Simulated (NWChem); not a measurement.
C₄H₁₀N, doublet; SMILES C[CH]NCC

```xyz
15

C     -0.2354     2.3839    -0.1460
C     -0.1797     1.0063     0.4085
N      0.6175     0.0690    -0.2345
C      0.5909    -1.3093     0.1947
C     -0.6913    -2.0649    -0.1352
H      0.7307     2.9273    -0.0706
H     -0.5099     2.3813    -1.2168
H     -0.9898     2.9874     0.3798
H     -0.2616     0.8613     1.4919
H      0.6544     0.1817    -1.2437
H      0.7582    -1.3207     1.2856
H      1.4588    -1.8257    -0.2491
H     -0.6553    -3.0971     0.2470
H     -0.8530    -2.1150    -1.2243
H     -1.5621    -1.5597     0.3099
```
Atoms are numbered in this order, from 1.

Computed with NWChem. Spin-unrestricted. All runs use the structure optimised with PBE0/def2-SVP, spin-unrestricted. No frequency run checked for a minimum. No stability test was run on the SCF state. Total energies compare along this basis series because the functional is fixed.

```csv
level,basis functions,energy (Ha),highest occupied level (eV),"lowest empty minus highest occupied level, either spin (eV)",dipole (D)
PBE/def2-SVP,120,-212.6912,-2.42,1.54,1.04
PBE/def2-SVPD,180,-212.7095,-2.69,1.48,1.00
PBE/def2-TZVP,215,-212.9258,-2.64,1.50,1.02
```
